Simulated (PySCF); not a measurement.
Task: What does the PBE0-D3(BJ)/def2-SVP structure of `FC(F)[SiH2]O[SiH3]` look like in three dimensions?

Result: 
```
atom  x, y, z in Å
F1    -1.147   -1.428    0.960
C2    -1.752   -0.640    0.026
F3    -3.006   -0.346    0.464
Si4   -0.754    0.986   -0.149
O5     0.794    0.592   -0.569
Si6    2.170   -0.193   -0.055
H7    -1.847   -1.237   -0.900
H8    -0.810    1.680    1.169
H9    -1.357    1.820   -1.223
H10    2.577    0.321    1.287
H11    1.925   -1.662    0.030
H12    3.246    0.079   -1.048
```

Orientation and origin are arbitrary. Atoms count from 1 in this order. Of the pairs four or more bonds apart, F1···Si6 is among the closest relative to their van der Waals radii: 3.68 Å, 103 % of the sum of Bondi's values. Si6 (oxygen-bound silicon) is tetrahedral (angles from 107.8° to 110.3°). Si4 (oxygen-bound silicon) is tetrahedral (angles from 107.1° to 111.8°).

Bonds between heavy atoms (Å): F1–C2 1.363, C2–F3 1.360, C2–Si4 1.916, Si4–O5 1.652, O5–Si6 1.664.

Computed with PBE0-D3(BJ)/def2-SVP geometry optimisation, gas phase in PySCF.

Point group: C1 (no symmetry element, even within 0.4 Å). Not checked by PBE0-D3(BJ)/def2-SVP frequencies. The numbers are those of one conformer (F1–C2–Si4–O5 58°, C2–Si4–O5–Si6 -64°).

On an Arm Neoverse V2 with one thread, no GPU, shared host with 32 logical CPUs at a one-minute load of 29, this took 2.1 min of wall time and 0.52 GiB of memory at its peak. That covers the optimisation of the geometry.
